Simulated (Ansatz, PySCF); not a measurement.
Complex: HCl (SMILES Cl) (first 2 atoms) with H2 (SMILES [H][H]); geometry from B3LYP-D3(BJ)/def2-TZVP.
(charge 0, multiplicity 1):
```xyz
4

Cl    -0.1180    -0.5884    -0.7213
H     -0.0738    -0.4022     0.5470
H     -0.3529     0.0270     2.8010
H      0.3656    -0.1700     2.8040
```

Counterpoise-corrected where a basis set is named; no monomer relaxation.

Rows in 6-31G* carry no dispersion term and start afresh at each structure (6-31G* with six Cartesian d functions).

Codes used: Ansatz (a program for electronic structure) with Gaussian orbitals; PySCF for 6-31G* rows, the dispersion terms. 

**Question.** One of these levels gives 0.32 kcal/mol for the interaction energy. Which one is it?
(A) PBE-D3(BJ)/def2-TZVPPD
(B) HF/6-31G*
(C) r2SCAN-D3(BJ)/def2-TZVPPD

**Answer.** B, HF/6-31G*. The others give -0.93 (PBE-D3(BJ)/def2-TZVPPD), -0.44 (r2SCAN-D3(BJ)/def2-TZVPPD)
